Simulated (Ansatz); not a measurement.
CH4SSeSi, SMILES `[SeH][SiH]1CS1`, relaxed with RKS PBE-D4/def2-SVP in Ansatz from a rough embedded geometry. The force threshold is 0.03 eV/Å; the program also tests the step.

Total charge 0; spin multiplicity 1.

Start:

```xyz
8

Se    0.838    2.185   -0.284
Si    0.036    0.208   -0.883
C    -0.032   -0.992    0.485
S    -1.751   -0.339    0.312
H     0.587    1.951    1.209
H    -0.139   -0.211   -2.294
H     0.483   -0.733    1.363
H    -0.023   -2.071    0.091
```

Task: How much energy does the relaxation release, and in how many steps? (Best estimate.)

Result: The calculation gave: 11.99 kcal/mol, in 6 steps.

Task: Which bonds change most? (An estimate is asked.)

Result: Computed: Si2–S4 from 2.218 to 2.117 Å; Se1–Si2 from 2.216 to 2.283 Å; C3–S4 from 1.847 to 1.903 Å; C3–H7 from 1.051 to 1.105 Å.

Task: Give the relaxed structure. (An estimate is asked.)

Result: The calculation gave: 
```xyz
8

Se    0.935    2.259   -0.401
Si   -0.095    0.254   -0.766
C    -0.039   -1.147    0.455
S    -1.775   -0.372    0.361
H     0.561    2.228    1.036
H    -0.029   -0.029   -2.234
H     0.451   -0.996    1.434
H    -0.009   -2.199    0.115
```
